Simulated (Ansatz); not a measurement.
Two members of one family (Series BCl2X), computed with Ansatz in the gas phase. The two geometries come from different levels. Binding counts from free atoms in the multiplicity of their measured ground term, without zero-point energy. A dash marks a value that wasn't run or was left out as unsound. The structures are stationary points that may keep the symmetry of their start.

First: BCl2(CN) (singlet, charge 0, r2SCAN-D4/def2-SVP geometry).

```xyz
5

B    -0.3503    0.3093   -0.2014
Cl    0.1521    1.5335   -1.3311
Cl   -2.0169    0.1171    0.2578
C     0.7065   -0.6254    0.4065
N     1.5086   -1.3344    0.8682
```

```json
{"level": "LDA (SPW92)/def2-TZVP", "HOMO (eV)": "-8.52", "LUMO (eV)": "-4.28", "gap (eV)": "4.24", "vertical IE (eV)": "–", "binding per atom (eV)": "5.32"}
{"level": "PBE-D4/def2-SVP", "HOMO (eV)": "-8.16", "LUMO (eV)": "-3.74", "gap (eV)": "4.42", "vertical IE (eV)": "–", "binding per atom (eV)": "4.85"}
{"level": "PBE-D4/def2-TZVP", "HOMO (eV)": "-8.35", "LUMO (eV)": "-4.01", "gap (eV)": "4.34", "vertical IE (eV)": "11.43", "binding per atom (eV)": "4.77"}
{"level": "PBE0-D4/def2-TZVP", "HOMO (eV)": "-9.79", "LUMO (eV)": "-3.15", "gap (eV)": "6.63", "vertical IE (eV)": "11.95", "binding per atom (eV)": "4.58"}
{"level": "HSE06-D4/def2-TZVP", "HOMO (eV)": "-9.38", "LUMO (eV)": "-3.53", "gap (eV)": "5.85", "vertical IE (eV)": "–", "binding per atom (eV)": "4.59"}
```

Second: BCl2(OH) (singlet, charge 0, PBE0-D4/def2-TZVP geometry).

| atom | x (Å) | y (Å) | z (Å) |
| --- | --- | --- | --- |
| B1 | 0.128 | -0.281 | -0.047 |
| Cl2 | 0.232 | -1.813 | -0.875 |
| Cl3 | 1.252 | 0.085 | 1.261 |
| O4 | -0.813 | 0.596 | -0.424 |
| H5 | -0.799 | 1.413 | 0.085 |

Q: Estimate how these quantities change from the first to the second (second minus first).

A: 
| level | Δ HOMO (eV) | Δ LUMO (eV) | Δ gap (eV) | Δ vertical IE (eV) | Δ binding per atom (eV) |
| --- | --- | --- | --- | --- | --- |
| LDA (SPW92)/def2-TZVP | 0.75 | 2.63 | 1.88 | – | -0.63 |
| PBE-D4/def2-SVP | 0.82 | 2.83 | 2.01 | – | -0.64 |
| PBE-D4/def2-TZVP | 0.73 | 2.64 | 1.92 | -0.40 | -0.64 |
| PBE0-D4/def2-TZVP | 0.70 | 2.79 | 2.09 | -0.48 | -0.55 |
| HSE06-D4/def2-TZVP | 0.70 | 2.78 | 2.08 | – | -0.55 |
